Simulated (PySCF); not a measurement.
1-butanol, SMILES C(CC)CO, singlet at its GFN2-xTB optimised geometry (Å):

```
15

C      0.2689     0.3723     0.0000
C     -0.2643    -0.3656    -1.2218
C      0.2067     0.2837    -2.5191
C     -0.3213    -0.4445    -3.7501
O      0.1610     0.2159    -4.9013
H      1.3565     0.3723     0.0000
H     -0.0751    -0.1038     0.9153
H     -0.0725     1.4049     0.0000
H     -1.3565    -0.3710    -1.1953
H      0.0720    -1.4049    -1.1943
H     -0.1290     1.3210    -2.5626
H      1.2969     0.2869    -2.5626
H     -1.4217    -0.4432    -3.7394
H      0.0187    -1.4910    -3.7372
H     -0.1668    -0.2350    -5.6857
```

Calculation: PBE0/def2-TZVP (PySCF 2.14.0).

Map of the electrostatic potential (hartree/e), clipped to [-0.08, 0.12] on the plane z = 0.6 Å:

```
|                           |
|                           |
|                           |
|            .              |
|          .....            |
|         ..:--:.           |
|         .:-+*=:           |
|         .:+@@*-.          |
|          :+@@@+:.         |
|          :+@@@@#-::..     |
|          :*@@@@@%*+-:.    |
|         .-@@@@@@@@%+:.    |
|         .=@@@@@@@@@+:..   |
|         .+@@@@@@@#*-:.    |
|         .=@@@@@%=-::..    |
|         .-#@@@#-....      |
|         ..-++=:.          |
|          ..::..           |
|                           |
|                           |
|                           |
|                           |
|                           |
|                           |
|                           |
|                           |
|                           |
```
Scale: ten equal steps from -0.005 (start of ' ') to 0.120 (end of '@'), in the order ' .:-=+*#%@'; x runs from -3.50 to 3.50, y from -3.50 (bottom) to 3.50 (top).
